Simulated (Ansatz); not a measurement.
Question: Name a neutral molecule of B, C, Si and H with LUMO energy (B3LYP/def2-TZVPP) between -2.40 and -2.10 eV and size of the dipole moment (PBE/def2-TZVPP) between 1.50 and 1.80 D (Ansatz, PBE0-D4/def2-TZVP geometry).

Answer: `B[Si](B)(C)[SiH3]` (-2.19 eV, 1.70 D); `[SiH3]BB1CC1` (-2.13 eV, 1.54 D); `C=CB(C)[SiH3]` (-2.24 eV, 1.78 D). Other molecules can fit too; these were computed, each in one conformer that needn't be the lowest.

B3LYP here is the variant with VWN-RPA as its local correlation; programs differ in this.
